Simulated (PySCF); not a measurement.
## Re⁷¹⁺ (rhenium, charge +71): Hartree-Fock from Schrödinger to Dirac-Coulomb-Breit

Occupied: 1s1/2, 2s1/2. Hartree-Fock calculated with PySCF 2.14 in an uncontracted even-tempered set (18 s from 19 bohr⁻², ratio 2.3; 15 p from 23 bohr⁻², ratio 2.3), Gaussian nucleus throughout. NR is non-relativistic, sf-X2C the spin-free one-electron X2C Hamiltonian, X2C adds the bare one-electron spin-orbit term, X2C-SNSO screens it by Boettger's factors, DC is four-component Dirac-Coulomb, and the Gaunt and Breit terms are added at first order (total energies over the DC spinors, levels after relaxing the spinors in that mean field). QED terms are absent. Levels marked empty are virtual spinors of this ion.

```tsv
Hamiltonian	E (hartree)
NR	-6913.7502
sf-X2C	-7546.9496
X2C	-7546.9496
X2C-SNSO	-7546.9496
DC	-7550.8570
DC+Gaunt	-7543.2018
DC+Breit	-7543.3701
```

```
   level (eV)        NR    sf-X2C       X2C  X2C-SNSO        DC  DC+Gaunt  DC+Breit
        1s1/2  -74459.4  -80834.6  -80834.6  -80834.6  -80928.1  -80744.6  -80746.8
        2s1/2  -18026.0  -19982.5  -19982.5  -19982.5  -19994.0  -19971.7  -19973.9
2p1/2 (empty)  -17598.8  -18320.1  -19481.5  -19444.6  -19457.8  -19417.1  -19422.4
2p3/2 (empty)  -17598.8  -18320.1  -17863.8  -17875.2  -17877.6  -17856.0  -17861.4
3s1/2 (empty)   -7791.3   -8451.1   -8451.1   -8451.1   -8454.2   -8448.0   -8448.9
```

Task: How large are the two-electron picture-change error of X2C and the Breit correction in the total energy?

Result: X2C-1e lies 3.9074 hartree above Dirac-Coulomb; Gaunt adds 7.6552 and the full Breit term 7.4869 hartree.

```
interval (eV)   X2C  X2C-SNSO    DC  DC+Gaunt  DC+Breit
2p3/2 − 2p1/2  1618      1569  1580      1561      1561
```

Weight of the small component: 1s1/2 0.0807, 2s1/2 0.0198, 2p1/2 0.0196, 2p3/2 0.0179, 3s1/2 0.00832.

Koopmans' value for the highest occupied level at DC+Breit: 19973.9 eV, against an ionisation energy of 19950 ± 60 eV (theoretical estimate listed by NIST; NIST Atomic Spectra Database, ionization energies); the former lacks relaxation, correlation, QED and recoil.

The whole ladder took 77 s of wall time on 1 thread of Neoverse-V1 (shared host), launched as `OMP_NUM_THREADS=1 python relrun2.py TASK.json OUT` (a driver that calls PySCF for each Hamiltonian).
